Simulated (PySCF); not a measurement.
## Does the structure fit the spectrum?

A compound C$_{7}$H$_{9}$NSi gives the data below (simulated from a calculation) and was assigned the structure `c1ccc([C@@H]2C[SiH2]2)nc1`.

¹³C{¹H} NMR (computed): δ 154.6 (CH, 2C), 148.7 (C), 133.2 (CH, 2C), 0.4 (CH2, 2C).

¹H NMR (600 MHz, computed): δ 8.88 (d, 2H), 7.37 (d, 2H), 3.58 (m, 1H), 0.97 (m, 2H), 0.86 (m, 2H).

How the numbers were obtained: shieldings: GIAO PBE0/pcSseg-1, geometry: GFN2-xTB, in PySCF 2.14 (isolated molecule, one computed conformer, fast rotation and ring inversion assumed for equivalent nuclei, non-relativistic Hamiltonian).

References, each an isolated molecule treated in the same way: ¹H (σ = 31.72 ppm) and ¹³C (σ = 186.93 ppm) vs TMS.

Task: Compare with the shifts computed for the proposed structure, pairing carbons in order of shift.

Result: Mapped SMILES: `[cH:1]1[cH:2][cH:3][c:4]([C@@H:5]2[CH2:6][SiH2:7]2)[n:8][cH:9]1`. Hydrogens are named by the atom that carries them.

```csv
atom,computed for proposal,given list,difference
C4,172.5,154.6,+17.9
C9,155.2,154.6,+0.6
C2,141.7,148.7,-7.0
C3,124.8,133.2,-8.4
C1,122.3,133.2,-10.9
C5,20.5,0.4,+20.1
C6,8.3,0.4,+7.9
```

The rms difference is 12.1 ppm and the largest +20.1 ppm at C5 (three-membered-ring carbon). The proposal also would give 7 carbon signals, not 4. The carbon types in order of shift don't match either: C, CH, CH, CH, CH, CH, CH2 for the proposal against CH, CH, C, CH, CH, CH2, CH2 in the data. The proposal doesn't fit.

Task: Which isomer fits?

Result: SMILES n1ccc([SiH]2CC2)cc1.

1. Carbon types of the structure: 1 × C, 4 × CH, 2 × CH2, leaving 1 H on heteroatoms.
2. δC 154.6: aromatic CH next to a ring nitrogen; the adjacent pyridine-type nitrogen withdraws density from it.
3. δC 148.7: substituted aromatic carbon.
4. δC 133.2: aromatic CH; the aromatic region.
5. δH 8.88: hydrogen on an aromatic CH next to a ring nitrogen; ring current plus the neighbouring ring nitrogen.

The data come from this structure; uniqueness wasn't tested.

Shifts are as computed. Against solution values, carbons near 30 ppm lie about +3 ppm off and those near 130 ppm about +5 ppm. Of 1211 compounds with measured shifts, 218 miss one by over three times the rms of a fit or turn the order of signals round; such compounds aren't used in these exercises. No couplings were computed; multiplicities are counted from neighbouring protons, with m where these are inequivalent, close in shift, in a saturated or five-membered ring or joined by F or P, and br s for small geminal =CH2 splittings.
